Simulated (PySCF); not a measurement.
Computed shifts of a molecule C₂H₃Cl₂FSi, PBE/pcSseg-1 (PySCF), GIAO, gas phase, atoms alike by connectivity averaged where their shifts nearly agree, in ppm (number of nuclei): ¹⁹F: -103.8 (1). ¹³C: 165.5 (1), 143.2 (1). ²⁹Si: -78.3 (1). ¹H: 4.63 (3). References: ¹⁹F against CFCl3 (σ = 133.6 ppm); ¹³C against TMS (σ = 182.0 ppm); ²⁹Si against TMS (σ = 335.4 ppm); ³⁵Cl against HCl (σ = 936.5 ppm); ¹H against TMS (σ = 31.49 ppm), references at their B3LYP-D3(BJ)/def2-TZVP geometries, non-relativistic (without spin–orbit terms, shifts of atoms bonded to Cl or Br come out too high). Geometry optimised at B3LYP-D3(BJ)/def2-SVP. One conformer was computed; it need not be the lowest.

Task: Which structure fits?
A) F/C(Cl)=C\[SiH2]Cl
B) F/C(Cl)=C(\[SiH3])Cl
C) C=C[Si](F)(Cl)Cl
D) FC([SiH3])=C(Cl)Cl

Result: D, FC([SiH3])=C(Cl)Cl
